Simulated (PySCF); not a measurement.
C₅H₆O₂, SMILES O=C1C=CCOC1.

The structure is a stationary point at B3LYP-D3(BJ)/def2-SVP. Other conformers were not sampled.

The numbers are results of r2SCAN/def2-TZVP run with PySCF, not measurements.

Gas-phase values at a fixed geometry.

```yaml
total_energy: -344.49815 hartree
highest_occupied_level: -5.76 eV
lowest_empty_level: -2.59 eV
orbital_gap: 3.17 eV
dipole_moment: 0.753 e·Å
quadrupole, principal values (traceless, Buckingham form, about the centre of nuclear charge): -8.23, 1.06, 7.17 D·Å
mean_static_polarisability: 64.2 bohr³ (9.51 Å³)
polarisability_principal_values: 44.3, 62.3, 85.9 bohr³
```
